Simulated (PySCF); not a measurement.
# Vertical excitation energies

4-chloro-1-methyl-1H-imidazole, C4H5ClN2.
Numbering: `[CH3:1][n:2]1[cH:3][n:4][c:5]([Cl:6])[cH:7]1` (hydrogens: H8, H9, H10 on C1; H11 on C3; H12 on C7)

Computed with PySCF, TDDFT PBE0/def2-SVPD, vertical, gas phase, core orbitals frozen in the response. Isolated species at its GFN2-xTB geometry, gas phase.

```csv
state,E (eV),λ (nm),f,"main configurations (H = HOMO, L = LUMO)"
S1,6.01,206.2,0.0010,H→L+1 (96%)
S2,6.09,203.7,0.104,H→L (93%)
S3,6.54,189.7,0.0002,"H→L+3 (49%), H→L+2 (42%)"
S4,6.69,185.3,0.0014,H-2→L (95%)
S5,6.77,183.1,0.055,"H→L+2 (37%), H→L+3 (31%), H-1→L (27%)"
S6,6.94,178.7,0.0006,H→L+4 (95%)
```

Triplets, Tamm–Dancoff:

```
state  E (eV)  λ (nm)  main configurations (H = HOMO, L = LUMO)
   T1    4.33   286.2                                 H→L (91%)
   T2    5.51   225.2                  H→L+2 (50%), H→L+3 (40%)
```

The lowest singlet lies at 6.01 eV (206 nm, ultraviolet) and is very weak; its leading configuration is HOMO→LUMO+1 (96%). The most intense listed level is S2 at 6.09 eV (204 nm, f = 0.104), 0.08 eV above S1. Löwdin shares by element: HOMO carbon 60% or more, chlorine 20% (atoms not listed hold the other 20%); LUMO carbon 47% or more, nitrogen 19% or more (atoms not listed hold the other 34%). The oscillator strengths of these states sum to 0.162; summed over the whole spectrum of an exact calculation they would give the number of electrons, 60 (Thomas–Reiche–Kuhn). Orbital energies (eV): HOMO-3 -8.90, HOMO-2 -8.19, HOMO-1 -8.07, HOMO -6.64, LUMO 0.17, LUMO+1 0.38, LUMO+2 1.22. The listed states span 0.93 eV, and the widest gap between neighbours is 0.45 eV (S2 to S3). Singlets were solved by full linear response, triplets in the Tamm–Dancoff approximation.

On an Arm Neoverse V1 with one thread, shared host, this took 27 s of wall time (with the writing of density and orbital grids) and 0.76 GiB of memory at its peak.
